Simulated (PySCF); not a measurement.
C₂H₈N₂Si₂, SMILES N1[SiH2][Si@H](C=1)NC.

The structure is a stationary point at PBE0-D3(BJ)/def2-SVP. The structure was generated by enumeration; whether it is a known compound was not checked. Other conformers were not sampled.

Two levels are set side by side: PBE/def2-TZVP (PySCF) and ωB97X/def2-TZVP (PySCF). Same geometry, gas phase. Differences are taken from unrounded values.

| quantity | PBE |
|---|---|
| orbital gap (eV) | 3.01 |
| highest occupied level (eV) | -5.16 |
| lowest empty level (eV) | -2.14 |
| dipole moment (D) | 3.07 |
| mean polarisability (bohr³) | 95.4 |

Q: These are the PBE values. What does ωB97X give? (The exact figures need the calculation; the answer reports its results.)

A: 
| quantity | ωB97X | PBE minus ωB97X |
|---|---|---|
| orbital gap (eV) | 9.96 | -6.95 |
| highest occupied level (eV) | -8.77 | 3.61 |
| lowest empty level (eV) | 1.20 | -3.34 |
| dipole moment (D) | 3.25 | -0.18 |
| mean polarisability (bohr³) | 89.3 | 6.1 |

Without exact exchange PBE keeps part of each electron's self-repulsion, which lifts occupied levels and narrows the gap. PBE's more diffuse valence density responds more strongly to a field. Differences between two approximate levels are no errors against the true value.

Rough cost on one machine, each run with all the roots and properties that it gave: ωB97X against PBE within a factor of 2.
